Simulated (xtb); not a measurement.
Species: H3GaO3, SMILES `[OH][Ga]([OH])[OH]` (charge 0, multiplicity 1).

Q: Give a relaxed geometry from GFN2-xTB run with xtb.

A: This is not unique; one that fits is the end point of this relaxation, one of several conformers (outside a Z-matrix the atoms follow the SMILES, hydrogens last).
Z-matrix (Å, degrees):
```
Ga
O 1 1.7381
H 2 0.9567 1 116.66
O 1 1.7382 2 119.90 3 0.10
H 4 0.9567 1 116.82 2 179.98
O 1 1.7385 2 120.05 3 -179.95
H 6 0.9570 1 116.57 2 0.20
```
